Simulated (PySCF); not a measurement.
# GaCl₂: one-bond stretch

Computed with UwB97X/[Ga def2-TZVP, Cl def2-TZVP], no relativity, density fitting, PySCF.

Rigid scan from the doublet minimum (Ga–Cl 2.155 Å (×2); Cl–Ga–Cl 119.2°). Coordinate: the bond from Ga to the last atom (Cl) scaled, the rest fixed. Energies in kJ/mol from the minimum.

Task: Predict the curve at 0.92, 0.96, 1.00, 1.05, 1.12, 1.20, 1.35, 1.55, 1.80, 2.20.

Result: 
| scale of one bond | E (kJ/mol) | dipole size (D) | ⟨S²⟩ |
| --- | --- | --- | --- |
| 0.92 | 26.3 | 1.59 | 0.75 |
| 0.96 | 5.7 | 1.60 | 0.75 |
| 1.00 | 0.0 | 1.74 | 0.75 |
| 1.05 | 6.6 | 2.08 | 0.76 |
| 1.12 | 30.2 | 2.64 | 0.76 |
| 1.20 | 65.3 | 3.20 | 0.76 |
| 1.35 | 126.6 | 3.32 | 0.77 |
| 1.55 | 172.5 | – | 0.77 |
| 1.80 | 192.4 | – | 0.76 |
| 2.20 | 200.3 | – | 0.75 |

Other isomers or separated fragments may lie lower.
